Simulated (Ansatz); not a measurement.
C2H4NOSi can be A, `CO[SiH]C#N`•, or B, `C[SiH]N=C=O`•.

Computed with Ansatz on PBE0-D4/def2-TZVP structures; ΔE is electronic, products minus reactants. CCSD(T)/CBS is the MP2 limit (def2-TZVPP, def2-QZVPP) plus CCSD(T) − MP2 in def2-TZVPP, frozen cores. DFT in def2-TZVPP. B3LYP here is the variant with VWN-RPA as its local correlation; programs differ in this. Open shells (•) are unrestricted, without spin–orbit coupling. One conformer a species, not always the lowest.

Problem. Which isomer does CCSD(T)/CBS put lower? Give the gap. (An estimate is asked.)

Solution. Computed: B, by 69.0 kJ/mol.

Problem. Give E(B) − E(A) in kJ/mol with B2PLYP, B3LYP-D4, CCSD/def2-TZVPP, PBE-D4, LDA (SPW92), CCSD(T)/def2-SVP, CCSD(T)/def2-TZVPP. (Best estimate.)

Solution. Ansatz gave: B2PLYP -84.5, B3LYP-D4 -92.5, CCSD/def2-TZVPP -64.3, PBE-D4 -113.5, LDA (SPW92) -128.5, CCSD(T)/def2-SVP -84.9, CCSD(T)/def2-TZVPP -68.2. None reverses the order clearly.

Problem. Does the order hold for the free energy at 298.15 K (harmonic terms from PBE0-D4)? (An estimate is asked.)

Solution. Ansatz gave: Yes: G(B) − G(A) = -71.1 kJ/mol, for one conformer each. Modes under 60 cm⁻¹, often nearly free rotors, make the harmonic entropy too high.

Largest T1 diagnostic: 0.019.

Leaving LDA and LC-ωPBE aside and taking each functional with its dispersion term where it has one, the values, not all of them listed here, spread over 31.0 kJ/mol, from PBE-D4 to ωB97M-V. LDA lies −14.5 kJ/mol from PBE without D4. From r2SCAN to r2SCAN0 (25 % exact exchange), in def2-TZVPP and without D4, E(B) − E(A) moves by +3.1 kJ/mol.
